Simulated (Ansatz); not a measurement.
PBE exchange is replaced step by step with exact exchange (0 % is PBE, 25 % PBE0; no dispersion term), basis def2-TZVP, Ansatz. System: the cluster Mn₃⁺. Charge 1, multiplicity 13. Geometry: PBE-D4/def2-TZVP.

Geometry of the multiplicity 13:

```xyz
3

Mn    1.3821    0.0310   -0.4772
Mn   -0.3459    0.6164    1.2806
Mn   -1.0362   -0.6475   -0.8034
```

At PBE-D4/def2-TZVP, PBE with 5 % exact exchange/def2-TZVP, PBE with 10 % exact exchange/def2-TZVP, PBE with 15 % exact exchange/def2-TZVP and others the charge 1 multiplicity 13 is spin-contaminated (final ⟨S²⟩ up to 43.82, 42.00 for a pure state). The structure comes from a short search, and lower isomers may exist.

HOMO and LUMO are taken over both spins.

| exact exchange (%) | HOMO (eV) | LUMO (eV) | gap (eV) | ⟨S²⟩ |
| --- | --- | --- | --- | --- |
| 0 | -8.20 | -7.86 | 0.33 | 42.257 |
| 5 | -8.23 | -7.71 | 0.52 | 42.390 |
| 10 | -8.29 | -7.56 | 0.73 | 42.543 |
| 15 | -8.38 | -7.42 | 0.96 | 42.710 |
| 25 | -8.63 | -7.15 | 1.48 | 43.066 |
| 35 | -8.93 | -6.89 | 2.05 | 43.409 |
| 50 | -9.39 | -6.47 | 2.91 | 43.816 |
